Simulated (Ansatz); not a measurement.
This geometry of BCl2H2N + ClH (8 atoms, charge 0, multiplicity 1) is a first-order saddle point.

Level of theory: Ansatz, RKS r2SCAN-D4/def2-SVP.

```xyz
8
Properties=species:S:1:pos:R:3
B -0.059 0.082 0.210
N -0.061 0.089 1.717
H -0.798 -0.462 2.159
H 0.846 -0.079 2.154
Cl 1.506 0.089 -0.591
Cl -1.498 -0.545 -0.583
Cl -0.577 2.520 0.627
H -0.338 1.342 1.633
```

Which two structures does it join? (They come from a converged band through this point; their orientation in space is the band's.)

Bonds broken: Cl7–H8. Bonds formed: B1–Cl7, N2–H8. BCl2H2N + ClH becomes BCl3H3N.

Image 0:

```xyz
8
Properties=species:S:1:pos:R:3
B 0.033 -0.321 0.196
N 0.002 -0.182 1.594
H -0.815 -0.446 2.136
H 0.853 -0.077 2.136
Cl 1.542 -0.063 -0.673
Cl -1.445 -0.723 -0.674
Cl -0.712 3.047 1.175
H -0.437 1.801 1.436
```

Image 6:

```xyz
8
Properties=species:S:1:pos:R:3
B -0.099 0.574 0.168
N -0.148 0.164 1.743
H -0.193 -0.855 1.842
H 0.691 0.505 2.222
Cl 1.455 -0.176 -0.457
Cl -1.620 -0.162 -0.548
Cl -0.091 2.409 0.167
H -0.973 0.576 2.189
```

How far does it lie above each of them?

0.63 eV above the first and 1.27 eV above the second. This is the barrier of this one path; another mechanism may lie lower. The orbitals stay closed-shell, which can raise the energy where a bond breaks towards radicals; this wasn't checked here.

The run took 100 s on 4 threads of Intel(R) Xeon(R) CPU @ 2.60GHz (Ice Lake), with other jobs on the host, peak memory 0.19 GiB.
